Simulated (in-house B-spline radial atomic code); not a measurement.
Ionisation energies along the 53-electron series, configuration 1s2 2s2 2p6 3s2 3p6 3d10 4s2 4p6 4d10 4f5/2(6) 4f7/2(1), as differences of self-consistent energies. Dirac energy differences include first-order Breit, QED and recoil terms. NIST's values go from ground level to ground level; the uncertainty of those that are theory runs from under 0.1 % in few-electron ions to several per cent in heavy many-electron ones. Computed with a B-spline radial code for spherical atoms: Dirac-Hartree-Fock, jj configuration that fills j = l - 1/2 first, finite nuclei.

A number in brackets counts the electrons of a j subshell.

```csv
ion,configuration after,ionisation energy (eV),IE/(q+1)² (eV),-ε less Coulomb ΔSCF (eV),Breit and QED recoil part (eV),tabulated value (eV),tabulated kind,computed minus tabulated (eV)
Er15+,[Kr] 4d10 4f5/2(6),323.3,1.2627,2.7163,0.16429,345,tabulated theory,-21.7
Tm16+,[Kr] 4d10 4f5/2(6),362.5,1.2542,2.7402,0.17351,387,tabulated theory,-24.5
Yb17+,[Kr] 4d10 4f5/2(6),403.5,1.2454,2.763,0.18195,431,tabulated theory,-27.5
Lu18+,[Kr] 4d10 4f5/2(6),446.4,1.2366,2.7847,0.18959,476,tabulated theory,-29.6
Hf19+,[Kr] 4d10 4f5/2(6),491.1,1.2278,2.8052,0.19642,520,tabulated theory,-28.9
Ta20+,[Kr] 4d10 4f5/2(6),537.6,1.2191,2.8246,0.20242,570,tabulated theory,-32.4
W21+,[Kr] 4d10 4f5/2(6),585.9,1.2106,2.8428,0.20759,594.5,semi-empirical,-8.6
Re22+,[Kr] 4d10 4f5/2(6),636.0,1.2023,2.86,0.21189,670,tabulated theory,-34.0
```
